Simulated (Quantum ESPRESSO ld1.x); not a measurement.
Species: Rh VI. Configuration: [Kr] 4d4. Method: Dirac Kohn-Sham, PW91, spin-unpolarised, spherical densities, point nucleus; open shells fill j = l - 1/2 first; computed with ld1.x of Quantum ESPRESSO 7.5.

Normalised radial functions P(r) = r R(r) (large component), r in bohr:

r,3d3/2,4d3/2
0.001268,0.0000,0.0000
0.001651,0.0000,0.0000
0.002149,0.0000,0.0000
0.002776,0.0001,0.0000
0.003615,0.0002,0.0001
0.004707,0.0003,0.0001
0.006129,0.0007,0.0002
0.007918,0.0013,0.0005
0.01031,0.0026,0.0010
0.01342,0.0054,0.0020
0.01734,0.0106,0.0040
0.02258,0.0212,0.0079
0.0294,0.0416,0.0156
0.03798,0.0782,0.0292
0.04946,0.1454,0.0542
0.0644,0.2594,0.0964
0.08386,0.4394,0.1623
0.1083,0.6888,0.2516
0.141,1.0122,0.3618
0.1837,1.3504,0.4624
0.2372,1.5990,0.5021
0.3089,1.6614,0.4216
0.4023,1.4657,0.1776
0.5196,1.0788,-0.1924
0.6766,0.6258,-0.6086
0.881,0.2745,-0.9080
1.147,0.0849,-0.9673
1.482,0.0179,-0.7948
1.93,0.0021,-0.4959
2.513,0.0001,-0.2272
3.246,0.0000,-0.0732
4.226,0.0000,-0.0132

3d3/2: eigenvalue -376.93 eV, 0 radial nodes, <r> = 0.368 bohr, 90 % of the charge inside 0.584 bohr. 4d3/2: eigenvalue -71.100 eV, 1 radial node at r = 0.459 bohr, <r> = 1.25 bohr, 90 % of the charge inside 1.89 bohr.
